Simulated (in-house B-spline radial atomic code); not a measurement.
Results of a calculation; reference values are marked as such.
**Correlation energy from the adiabatic connection: −Z/r, Z = 1.35**

Two electrons in a singlet, external potential −Z/r, Z = 1.35 (atomic units). Full CI in B-splines (partial waves to l = 8, correlation up to 0.6 % small) with the density held fixed gives W(λ) = <V_ee>_λ − U, and E_c is the integral of W(λ) − W(0) from 0 to 1.

```
   λ  W(λ) − W(0) (hartree)
   0                0.00000
0.02               -0.00202
0.05               -0.00500
0.12               -0.01169
0.25               -0.02322
 0.4               -0.03525
 0.6               -0.04947
 0.8               -0.06193
   1               -0.07292
```

(1) Integrate the table by the trapezoid rule.

(2) Now use only three numbers: W(0) = -0.61416, the initial slope W'(0) = -0.102 (extrapolated from the first points) and the strong-coupling limit of the point-charge-plus-continuum model, W∞ = -0.88181. What do second-order theory and the interpolation W(λ) = W∞ + (W(0) − W∞)/√(1 + 2χλ) of Seidl, Perdew and Levy give?

Results:

(1) The strips give -0.00002, -0.00011, -0.00058, -0.00227, -0.00439, -0.00847, -0.01114, -0.01348, which sum to -0.04046 hartree. The direct value, W(1) − W(0) + T_c with T_c = 0.03234, is -0.04057; the curve is convex, so chords lie above it and the trapezoids fall short in size by 0.27 %.

(2) Second order keeps the slope alone: E_c = W'(0)/2 = -0.05100, +26 % in size against -0.04057. Matching the slope fixes χ = W'(0)/(W∞ − W(0)) = -0.102/(-0.26765) = 0.38109. Integrating, with s = √(1 + 2χ) = 1.327475, E_c = −(W(0) − W∞)(s − 1)/(s + 1) = −0.26765 × 0.327475/2.327475 = -0.03766 hartree, -7.2 % in size against the full result. At λ = 1 the formula gives W − W(0) = -0.06603 against -0.07292. Part of the miss can come from the model's W∞.
